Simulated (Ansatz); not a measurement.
Cost and result for the atomization energy of CAlFO2, SMILES `O=[C]1[O][Al]1[F]` (5 atoms, 5 bonds).

The species carries charge 0 and has multiplicity 1. Geometry: relaxed with PBE0-D4/def2-TZVP. Program: Ansatz. All runs use 2 threads of an Arm Neoverse V2 on a shared host. Times are those of one run each, without the atoms' runs, and a repeat can differ threefold. Electronic energies, without spin–orbit coupling; frozen cores. CCSD(T)/CBS adds CCSD(T) − MP2 in def2-TZVPP to the MP2 limit, and its time is that of the two runs behind it. T1 = 0.021.

CCSD(T)/CBS is a level of theory with its own doubt, some kJ/mol a heavy atom from the limit and from the frozen cores, so smaller differences don't rank the functionals.

```csv
level,functions,wall time,atomization (kJ/mol),difference from CCSD(T)/CBS,per bond
revPBE-D4/def2-TZVPP,166,1.4 s,2285.8,29.7,5.9
BLYP-D4/def2-TZVPP,166,1.4 s,2300.9,44.8,8.9
CCSD(T)/def2-SVP,74,1.6 s,2094.1,-162.0,-32.4
PBE0-D4/def2-TZVPP,166,1.7 s,2246.4,-9.7,-1.9
CAM-B3LYP-D4/def2-TZVPP,166,2 s,2249.5,-6.6,-1.3
r2SCANh-D4/def2-TZVPP,166,3 s,2241.7,-14.4,-2.9
B2PLYP/def2-TZVPP,166,3.1 s,2236.7,-19.4,-3.9
PBE-QIDH/def2-TZVPP,166,3.2 s,2221.7,-34.4,-6.9
B97M-V/def2-TZVPP,166,5.5 s,2269.0,12.9,2.6
ωB97M-V/def2-TZVPP (with forces),166,7 s,2257.6,1.5,0.3
MP2/def2-QZVPP,298,8 s,2379.8,123.7,24.7
CCSD(T)/def2-TZVPP,166,32 s,2172.8,-83.3,-16.7
CCSD(T)/CBS(def2),–,40 s,2256.1,0.0,0.0
```

At CCSD(T), def2-SVP lies −162.0 kJ/mol from the extrapolated value and def2-TZVPP −83.3 kJ/mol: correlation converges slowly with the basis, and small sets miss more of it in the bonded molecule than in its fragments. From BLYP to BHLYP (50 % exact exchange), in def2-TZVPP and without D4, the atomization energy moves by −229.9 kJ/mol: exact exchange takes away binding that semilocal exchange gives to molecules. The D4 term adds +14.6 kJ/mol with B3LYP and +7.5 kJ/mol with PBE0; it sums over pairs of atoms, weighted by their polarisabilities, and B3LYP, whose exchange is more repulsive, gets the larger term.

B3LYP here is the variant with VWN-RPA as its local correlation; programs differ in this.
